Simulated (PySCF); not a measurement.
**Two-photon absorption: 4-chloro-alpha-methylstyrene (C=C(C)c1ccc(Cl)cc1, C₉H₉Cl)**

Molfile (atoms numbered from 1):
```
C9H9Cl
     RDKit          3D

 19 19  0  0  0  0  0  0  0  0999 V2000
   -1.4370   -1.2624    0.4951 C   0  0  0  0  0  0  0  0  0  0  0  0
   -0.8535   -0.1558    0.0076 C   0  0  0  0  0  0  0  0  0  0  0  0
   -1.6432    0.8389   -0.7948 C   0  0  0  0  0  0  0  0  0  0  0  0
    0.5784    0.1431    0.2514 C   0  0  0  0  0  0  0  0  0  0  0  0
    1.0619    1.4598    0.2090 C   0  0  0  0  0  0  0  0  0  0  0  0
    2.3998    1.7554    0.4536 C   0  0  0  0  0  0  0  0  0  0  0  0
    3.2884    0.7213    0.7347 C   0  0  0  0  0  0  0  0  0  0  0  0
    4.9571    1.0748    1.0336 Cl  0  0  0  0  0  0  0  0  0  0  0  0
    2.8445   -0.6008    0.7650 C   0  0  0  0  0  0  0  0  0  0  0  0
    1.5056   -0.8773    0.5210 C   0  0  0  0  0  0  0  0  0  0  0  0
   -0.9003   -1.9756    1.1244 H   0  0  0  0  0  0  0  0  0  0  0  0
   -2.4887   -1.4775    0.2909 H   0  0  0  0  0  0  0  0  0  0  0  0
   -1.7595    1.7912   -0.2516 H   0  0  0  0  0  0  0  0  0  0  0  0
   -1.1437    1.0729   -1.7485 H   0  0  0  0  0  0  0  0  0  0  0  0
   -2.6504    0.4587   -1.0114 H   0  0  0  0  0  0  0  0  0  0  0  0
    0.3803    2.2843   -0.0063 H   0  0  0  0  0  0  0  0  0  0  0  0
    2.7583    2.7856    0.4267 H   0  0  0  0  0  0  0  0  0  0  0  0
    3.5539   -1.4050    0.9667 H   0  0  0  0  0  0  0  0  0  0  0  0
    1.1763   -1.9182    0.5172 H   0  0  0  0  0  0  0  0  0  0  0  0
  1  2  2  0
  2  3  1  0
  2  4  1  0
  4  5  1  0
  5  6  2  0
  6  7  1  0
  7  8  1  0
  7  9  2  0
  9 10  1  0
 10  4  2  0
  1 11  1  0
  1 12  1  0
  3 13  1  0
  3 14  1  0
  3 15  1  0
  5 16  1  0
  6 17  1  0
  9 18  1  0
 10 19  1  0
M  END
```

Method used: TDDFT CAM-B3LYP/aug-cc-pVDZ excited states, vertical, gas phase (PySCF). Geometry: PBE0-D3(BJ)/def2-SVP.

(1) How strongly do the lowest singlets absorb one photon, and two photons of half the energy?

Answers

(1) δ for parallel linear polarisation; σ at the peak of a Lorentzian of half width 0.1 eV, single beam; Ω is circular over linear.
```
state  E (eV)      f  photon λ (nm)  δ (au)  σ (GM)     Ω                                main
   S1    4.92  0.193            504    60.9    0.54  0.43    HOMO→LUMO 0.50, HOMO→LUMO+2 0.32
   S2    5.02  0.220            494    25.5    0.23  0.64    HOMO→LUMO 0.44, HOMO→LUMO+2 0.30
   S3    5.79  0.001            428     112    1.37  1.49                    HOMO→LUMO+1 0.83
   S4    6.13  0.140            404      30    0.41  1.07  HOMO−1→LUMO 0.58, HOMO→LUMO+2 0.28
   S5    6.31  0.042            393    76.8    1.12  0.92  HOMO→LUMO+3 0.46, HOMO→LUMO+4 0.29
   S6    6.33  0.037            392    28.5    0.42  1.12  HOMO→LUMO+4 0.41, HOMO→LUMO+3 0.15
```

Among these, the strongest one-photon state is S2, the strongest two-photon state S3, with a dipole change of 3.4 D (relaxed, norm of the difference vector).
